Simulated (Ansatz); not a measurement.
Start from `OCNBCl` and change one atom or group to get `OCN[SiH2]Br`.

Ansatz, PBE0-D4/def2-TZVP geometries, multiplicity 1. Each molecule was computed in one conformer, which needn't be the lowest.

Scalar relativity is left out up to krypton.

```csv
property,`OCNBCl`
LUMO energy (ωB97M-V/def2-TZVPP) / eV,1.74
LUMO energy (PBE0/def2-TZVPP) / eV,-0.03
HOMO energy (PBE0/def2-TZVPP) / eV,-8.23
HOMO energy (B3LYP/def2-TZVPP) / eV,-7.98
HOMO–LUMO gap (PBE/def2-TZVPP) / eV,5.76
HOMO energy (ωB97M-V/def2-TZVPP) / eV,-10.54
```

Q: What does the change do to each property? (Best estimate.)

A: The calculation gave: 
```
                             property  `OCN[SiH2]Br`  shift
LUMO energy (ωB97M-V/def2-TZVPP) / eV           1.78   0.04
   LUMO energy (PBE0/def2-TZVPP) / eV           0.20   0.23
   HOMO energy (PBE0/def2-TZVPP) / eV          -7.72   0.51
  HOMO energy (B3LYP/def2-TZVPP) / eV          -7.48   0.50
  HOMO–LUMO gap (PBE/def2-TZVPP) / eV           5.65  -0.11
HOMO energy (ωB97M-V/def2-TZVPP) / eV         -10.02   0.52
```

With PBE0 the HOMO rises by 0.51 eV and the LUMO rises by 0.23 eV, so the gap narrows by about 0.28 eV. PBE moves the HOMO by 0.45 eV and ωB97M-V by 0.52 eV.

B3LYP here is the variant with VWN-RPA as its local correlation; programs differ in this.

Spin–orbit coupling is left out; it splits and shifts lone-pair levels of the heavy atoms by tenths of an eV.
